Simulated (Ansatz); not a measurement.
# CH10AlNSi: where a starting geometry ends

The starting geometry of this gas-phase singlet was optimised with GFN2-xTB; its bonds are those of `C[SiH2][NH2+][AlH3-]`.

```xyz
14

C    -2.6115    2.5709    1.1897
Al    0.4693    0.2441    0.5846
N     0.0359    2.1473   -0.0139
Si   -0.8774    3.2940    1.0191
H    -3.1555    2.5963    0.2480
H    -2.5454    1.5316    1.5046
H    -3.2008    3.1122    1.9235
H    -0.8614    4.5649    0.2765
H    -0.1174    3.4015    2.2587
H     0.9623    2.5032   -0.2377
H    -0.4242    1.9938   -0.9087
H    -0.9726   -0.3816    0.6542
H     1.3590   -0.1295   -0.6654
H     1.2092    0.5425    1.9381
```

Problem. Predict what it relaxes into with PBE0-D3(BJ)/def2-SVP.

Solution. It keeps its bonds, and is `C[SiH2][NH2+][AlH3-]`.

The energy falls by 0.13 eV over 20 steps:

```tsv
step	E − E(last) (eV)
1	0.127
3	0.034
5	0.029
7	0.026
9	0.017
12	0.008
14	0.000
16	0.000
18	0.000
20	0.000
```

Final geometry (Å):

```xyz
14

C    -2.4482    2.4817    1.3900
Al    0.2818    0.2620    0.5101
N     0.0681    2.2005   -0.1976
Si   -0.8356    3.2895    0.9404
H    -3.0513    2.2729    0.4931
H    -2.2724    1.5341    1.9202
H    -3.0289    3.1499    2.0447
H    -1.0567    4.5867    0.2291
H     0.0868    3.5065    2.0849
H     1.0107    2.5534   -0.3795
H    -0.3877    2.1351   -1.1109
H    -1.0532   -0.4039   -0.0905
H     1.6866   -0.1415   -0.1556
H     0.2694    0.5640    2.0929
```

Frequencies at the end are all real (lowest 78 cm⁻¹). Run with Ansatz 0.2.0, 31 s on 2 threads of Intel(R) Xeon(R) 6975P-C (Granite Rapids), on a shared host.
